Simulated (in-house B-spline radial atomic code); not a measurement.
A run on La- that did not converge. Method: scalar-relativistic (X2C) BHandHLYP, spin-polarised, spherical fractional occupations, Fermi nucleus of rms radius 4.855 fm; computed with a B-spline radial code for spherical atoms.

Command:
```bash
python run_scf.py task.json out
```
Settings (nuclear radius in fm, mass in u):
```
Z                57
configuration    [Xe] 5d2 6s2
hamiltonian      x2c
method           bhandhlyp
spin_polarised   True
nucleus          fermi
rms_radius       4.855
atomic_mass      138.90636
speed_of_light   137.035999084
```

First and last ten iterations of the last attempt (damped for 15 steps, keeping 80 % of the old Fock matrix, then DIIS):
```
 iter        energy (Eh)    residual
    1       -8486.592162    4.95e-01
    2       -8488.876096    2.83e-01
    3       -8490.735565    1.85e-01
    4       -8491.648993    1.20e-01
    5       -8492.089052    7.76e-02
    6       -8492.297640    5.00e-02
    7       -8492.251827    2.80e-02
    8       -8492.375581    2.45e-02
    9       -8492.424445    1.53e-02
   10       -8492.252036    2.35e-02
  111       -8492.384243    2.59e-02
  112       -8492.425155    1.55e-02
  113       -8492.440611    1.06e-02
  114       -8492.249886    2.47e-02
  115       -8492.249508    2.49e-02
  116       -8492.247866    2.53e-02
  117       -8492.236155    2.73e-02
  118       -8492.232576    2.78e-02
  119       -8492.232338    2.77e-02
  120       -8492.233577    2.77e-02
 not converged after 120 iterations
```

The smallest residual met was 8.3e-03; the threshold is about 6e-07. No energy from this run should be used.Radii and densities under X2C are those of the two-component orbitals, without the picture-change correction, which makes inner s shells of heavy atoms about 5 % too small.
